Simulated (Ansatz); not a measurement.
C₃H₅ClOSi, SMILES Cl[Si@@H]1CC=CO1.

Coordinates come from a B3LYP-D3(BJ)/def2-SVP optimisation. The structure was generated by enumeration; whether it is a known compound was not checked. Other conformers were not sampled.

Two levels are set side by side: PBE/def2-SVPD (Ansatz, an electronic-structure program) and ωB97X-V/def2-SVPD (Ansatz). Energy differences of separate SCF runs at the same geometry; the states with an electron removed or added have multiplicity 2 and 2. Differences are taken from unrounded values.

```json
[
 {"quantity": "vertical ionisation energy (eV)", "PBE": "8.85"},
 {"quantity": "vertical singlet–triplet gap (eV)", "PBE": "4.10"}
]
```

Task: These are the PBE values. What does ωB97X-V give? (Estimate from the structure and the level; the computed values follow.)

Result: 
| quantity | ωB97X-V | PBE minus ωB97X-V |
|---|---|---|
| vertical ionisation energy (eV) | 9.03 | -0.18 |
| vertical singlet–triplet gap (eV) | 4.23 | -0.12 |
